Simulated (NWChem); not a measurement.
Molecule: CH3ClF2OSi; SMILES O[Si@H](Cl)C(F)F

```xyz
9

O     -1.8682    -0.1878    -0.7283
Si    -0.2287    -0.3933    -0.5278
Cl     0.2446    -1.9772     0.7362
C      0.4136     1.2010     0.3501
F     -0.5672     1.5454     1.2694
F      0.5150     2.2192    -0.5644
H     -2.2763     0.3043     0.0100
H      0.3771    -0.6362    -1.8658
H      1.3801     1.1230     0.9005
```
Atoms are numbered in this order, from 1.

Level: PBE-D3(BJ)/def2-SVP (NWChem), optimised geometry, unscaled harmonic frequencies. 

Task: List the harmonic frequencies with IR intensities, and the thermochemistry.

Result: 
```
frequency (cm⁻¹)  IR intensity (km/mol)
----------------  ---------------------
47                                  0.5
115                                 5.6
137                                15.8
213                                 2.6
284                                 3.4
338                                67.0
395                                61.0
524                                26.9
557                                87.7
658                                17.3
741                                94.8
798                                69.8
878                               276.8
911                                18.7
1021                              131.7
1088                               94.7
1268                               17.4
1308                                3.5
2245                               82.2
2970                               31.4
3721                               92.9
```

```json
{
 "zero_point_energy": "28.9 kcal/mol",
 "thermal correction to the enthalpy at 298.15 K (with zero-point energy)": "34.3 kcal/mol",
 "heat capacity Cv": "25.0 cal/(mol K)",
 "entropy at 298.15 K and 1 atm (symmetry number 1)": "88.0 cal/(mol K)",
 "dipole_moment": "0.70 D"
}
```

Rigid rotor and harmonic oscillator; modes under 100 cm⁻¹ make the entropy uncertain.
